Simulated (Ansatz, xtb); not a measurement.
# Relative energy of two isomers of ClGeH5OSi

Structure X: `O[Si@@H](Cl)[GeH3]`, a singlet. Structure Y: `O[SiH2][GeH2][Cl]`, a singlet. Both are isolated molecules in the gas phase, relaxed with PBE-D3(BJ)/def2-SVP; the shapes shown needn't be the lowest conformers.

X (Å):

```json
{"atom": "Cl", "x (Å)": "0.2368", "y (Å)": "0.0314", "z (Å)": "-2.3687"}
{"atom": "Ge", "x (Å)": "-0.1414", "y (Å)": "-2.9206", "z (Å)": "-0.2959"}
{"atom": "O", "x (Å)": "-1.9249", "y (Å)": "-0.1810", "z (Å)": "-0.1306"}
{"atom": "Si", "x (Å)": "-1.2219", "y (Å)": "-1.0835", "z (Å)": "-1.3551"}
{"atom": "H", "x (Å)": "-2.4368", "y (Å)": "0.5959", "z (Å)": "-0.4206"}
{"atom": "H", "x (Å)": "-2.2314", "y (Å)": "-1.4691", "z (Å)": "-2.4032"}
{"atom": "H", "x (Å)": "0.5603", "y (Å)": "-3.7929", "z (Å)": "-1.3683"}
{"atom": "H", "x (Å)": "-1.1560", "y (Å)": "-3.8022", "z (Å)": "0.4777"}
{"atom": "H", "x (Å)": "0.9266", "y (Å)": "-2.3884", "z (Å)": "0.6916"}
```

Y (Å):

```xyz
9

Cl   -0.2627   -2.4752   -0.6229
Ge   -2.3642   -1.9695   -0.2384
O    -2.0012    1.2416   -0.7216
Si   -2.3855    0.2690    0.5980
H    -1.7681    2.1624   -0.5096
H    -1.3803    0.3851    1.7161
H    -3.7512    0.5794    1.1659
H    -2.8846   -3.0052    0.7967
H    -3.1208   -2.1544   -1.5803
```

**Question.** Which of the two would you expect CCSD(T)/def2-SVP + ΔMP2/def2-TZVPP electronic energies to favour?

**Answer.** Structure X; the calculation gives E(Y) − E(X) = +9.7 kcal/mol.

How the difference moves with the method:

| level | geometry | E(Y) − E(X) (kcal/mol) | departure from the last row (kcal/mol) | job, with rough time for the two |
| --- | --- | --- | --- | --- |
| GFN2-xTB | GFN2-xTB | −7.5 | −17.2 | optimisation, 0.6 s |
| HF/STO-3G | GFN2-xTB | +7.8 | −1.9 | single point, 1.2 s |
| r2SCAN-D4/def2-SVP | GFN2-xTB | +10.3 | +0.7 | single point, 8.1 s |
| PBE-D3(BJ)/def2-SVP | PBE-D3(BJ)/def2-SVP | +9.9 | +0.3 | optimisation, 66 s |
| HF/def2-SVP | PBE-D3(BJ)/def2-SVP | +7.7 | −2.0 | part of the CCSD(T) run |
| MP2/def2-SVP | PBE-D3(BJ)/def2-SVP | +10.3 | +0.6 | part of the CCSD(T) run |
| CCSD(T)/def2-SVP | PBE-D3(BJ)/def2-SVP | +9.7 | +0.1 | single point |
| CCSD(T)/def2-SVP + ΔMP2/def2-TZVPP | PBE-D3(BJ)/def2-SVP | +9.7 |  | single point, 61 s |

As drawn, Y has 1 Cl–Ge, 1 Si–H in place of 1 Cl–Si, 1 Ge–H.

GFN2-xTB puts the two in the other order. The largest departure from CCSD(T)/def2-SVP + ΔMP2/def2-TZVPP is that of GFN2-xTB, 17.2 kcal/mol. The last row adds to CCSD(T) the change of the MP2 difference between the two basis sets, here −0.1 kcal/mol.

With harmonic frequencies from PBE-D3(BJ)/def2-SVP (ideal gas, rigid rotor, one conformer each, 298.15 K, 1 atm): on the last row, ΔE + ΔZPE = +9.7 kcal/mol. A mode under 50 cm⁻¹ makes harmonic enthalpies and free energies unreliable, so none is given.

The correlated steps freeze 20 core orbitals; the filled d shell of Ge is correlated, in a basis made for valence electrons. Programs: Ansatz 0.2.0, xtb 6.7.1; the last row on 2 threads of AMD EPYC (Zen 3) on a shared host.
